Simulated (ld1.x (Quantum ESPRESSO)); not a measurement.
**Transferability test, ultrasoft potential for aluminium (Al)**

ld1.x (Quantum ESPRESSO) 7.5 input, shortened:

```
&input
   title='Al', zed=13., rel=2, dft='PZ', iswitch=3,
   config='[Ne] 3s1.5 3p0', rel_dist='average'
 /
 &inputp
   pseudotype=3, tm=.true., lloc=-1, rcloc=1.50,
   nlcc=.true.,
   which_augfun='PSQ', rmatch_augfun=1.60
 /
4
3S  1  0   1.50   0.00  1.80  2.00  0.0
3S  1  0   0.00  -1.05  1.80  2.00  0.0
3P  2  1   0.00   0.00  1.90  2.35  0.0
3P  2  1   0.00   0.75  1.90  2.35  0.0
 &test
   configts(1)='3s1.5 3p0'
 /
```

Open shells are filled in proportion to 2j + 1 (rel_dist='average').

Energies are relative to the spin-unpolarised reference configuration 3s1.5 3p0; without spin polarisation the order of configurations can differ from experiment.

| valence configuration | charge | ΔE all-electron (eV) | error AE − PS (meV) |
| --- | --- | --- | --- |
| 3s2 3p1 | 0 | -14.407 | -0.6 |
| 3s1 3p0 | +2 | 10.817 | -2.0 |
| 3s0 3p3 | 0 | -3.902 | +2.4 |
| 3s1 3p1 | +1 | -2.741 | +0.6 |
| 3s2 3p1.3 | -0.3 | -15.005 | -0.3 |
| 3s2 3p0.5 | +0.5 | -12.282 | -1.0 |

**Question.** What are ΔE and the potential's error for 3s2 3p0?

**Answer.** ΔE = -8.560 eV all-electron; the error (AE − PS) is -1.1 meV.
